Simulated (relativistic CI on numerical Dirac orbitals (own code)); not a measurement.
# Hyperfine structure of S10+, mass number 33

Method of calculation: Dirac-Coulomb-Breit CI, orbitals from a KLI potential per configuration, a model potential for QED, unscaled Slater integrals (own radial code, finite nucleus).

CI space (outside the closed core 1s2): 2s2.2p2, 2s.2p3, 2p4, 2p3.3s, 2s2.2p.3s, 2p3.3p, 2s2.2p.3p, 2p3.3d, 2s2.2p.3d, 2s.2p2.3s, 2s.2p2.3p, 2s.2p2.3d, 2s2.2p.4s, 2s2.2p.4p, 2s2.2p.4d, 2s2.2p.4f. Levels of other configurations are missing.

Nuclear spin I = 3/2, μ = 0.64325 μN, Q = -0.0694 b (tables of Stone and Pyykkö). The electronic factors are computed for point nuclear moments, without core polarisation or the Bohr-Weisskopf and QED corrections.

| Level | E (cm⁻¹) | A (MHz) | B (MHz) |
| --- | --- | --- | --- |
| 2s2.2p2 3P_1 | 5168 | 89.02 | -344 |
| 2s2.2p2 3P_2 | 12337 | 3043 | 675 |
| 2s2.2p2 1D_2 | 70022 | 4223 | -1350 |
| 2s.2p3 5S°_2 | 178287 | 10300 | 0.121 |
| 2s.2p3 3D°_2 | 357556 | 6115 | -265 |
| 2s.2p3 3D°_3 | 357793 | 10340 | 8.94 |
| 2s.2p3 3D°_1 | 357864 | -6720 | -134 |
| 2s.2p3 3P°_1 | 420396 | 14540 | 141 |

Levels with J = 0, under 50 % of one LS term, or S terms without an open s electron are left out. Small factors come from cancelling terms and can be off by tens of per cent or more.

At this charge energies of transitions that change n are usually good to better than 1 %, and those within a shell (Δn = 0) to a few per cent.

Problem. Give the hyperfine levels of 2s2.2p2 3P_2 relative to its centre of gravity.

Solution. With K = F(F + 1) − I(I + 1) − J(J + 1), E = AK/2 + B[¾K(K + 1) − I(I + 1)J(J + 1)]/[2I(2I − 1)J(2J − 1)]: F = 1/2: -13110, F = 3/2: -9130, F = 5/2: -1943, F = 7/2: 9299 MHz.
